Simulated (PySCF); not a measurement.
BH5IN.
Atom-mapped SMILES: `[NH3+:1][BH2-:2][I:3]` (hydrogens: H4, H5, H6 on N1; H7, H8 on B2)

Method used: PySCF, PBE0-D3(BJ)/def2-SVP geometry optimisation, gas phase, def2 core potentials past Kr.

List the bond lengths and angles at this level.

```csv
bond,length (Å)
N1–B2,1.610
B2–I3,2.248
"N1–H4, N1–H5, N1–H6",1.023
"B2–H7, B2–H8",1.212
```

Bonds in one row agree within 0.01 Å and their mean is given. A selection of angles:
```csv
angle,degrees
B2–N1–H4,110.6
H4–N1–H5,108.6
H4–N1–H6,107.1
N1–B2–I3,103.8
N1–B2–H7,107.7
I3–B2–H7,110.1
H7–B2–H8,116.5
```

N1 (nitrogen bonded to B and 3 H) is tetrahedral (angles from 107.1° to 111.2°). B2 (four-coordinate boron) is distorted tetrahedral (angles from 103.8° to 116.5°).

Point group: Cs (every atom within 0.08 Å of its image). Not checked by PBE0-D3(BJ)/def2-SVP frequencies.

On an Arm Neoverse V1 with one thread, shared host with 32 logical CPUs at a one-minute load of 18, this took 24 s of wall time and 0.35 GiB of memory at its peak. That covers the optimisation of the geometry.
